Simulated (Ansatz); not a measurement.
One geometry of the cluster Si₄Ge⁻, several levels of theory.

```yaml
crystal:
  periodic: [false, false, false]
  atoms:
    - {symbol: Si, position_ang: [1.129843, -0.421869, -1.083002]}
    - {symbol: Si, position_ang: [0.020087, 1.482191, 0.655813]}
    - {symbol: Si, position_ang: [-1.189814, -1.035227, 0.374230]}
    - {symbol: Si, position_ang: [-0.971315, 0.611032, -1.288897]}
    - {symbol: Ge, position_ang: [1.011189, -0.636117, 1.341856]}
basis:
  gaussian: {orbitals: def2-TZVPD, initial_orbitals: start.molden}
total_charge: -1
magnetization: {spin_polarized: true, initial_magnetization: 1}
hamiltonian: {xc: r2scan, dispersion: d4}
scf: {omitted_lower_state_checks: [starts]}
output: {orbitals: {seedname: orbitals}}
```

The file start.molden holds the orbitals of an earlier run on this structure, at another level or in another basis.

```sh
$ ansatz run in.yaml --threads 4 --pin off --events-out ev --progress --plain --max-ram 4787MiB
```

Output, abridged:

```
Functional definition: r2SCAN
1473 factors; their error is unknown
mean field evaluation 1: about -88027.4963 eV, gradient 6.9e0 eV
mean field evaluation 2: about -88027.5551 eV, gradient 1.1e-1 eV
mean field evaluation 4: about -88027.5426 eV, gradient 8.0e-4 eV
mean field -88027.54261026 eV, -3234.9525237155 hartree, gradient 2.1e-5 eV, S^2 0.761860; 0 other end points of the search recorded, 0 dependent functions left out
reference -88027.54263129 eV, -3234.9525244884 hartree; 45, 44 occupied and 181, 182 virtual orbitals, 1473 factors
Total energy: -88027.62198156 eV, -3234.9554405572 hartree
Checks for a lower state left out: starts
```

Run time 16 s (4 threads of Arm Neoverse V2 on a shared host).

As the first input, with `hamiltonian: {xc: {name: r2SCAN0}, dispersion: d4}` (abridged; 22 s):

```
Functional definition: r2SCAN0
mean field -88026.31783094 eV, -3234.9075139059 hartree, gradient 2.7e-5 eV, S^2 0.767649
Total energy: -88026.42361850 eV, -3234.9114015270 hartree
Checks for a lower state left out: starts
```

Geometry: B3LYP-D4/def2-SVPD.

The structure comes from a short search, and lower isomers may exist.
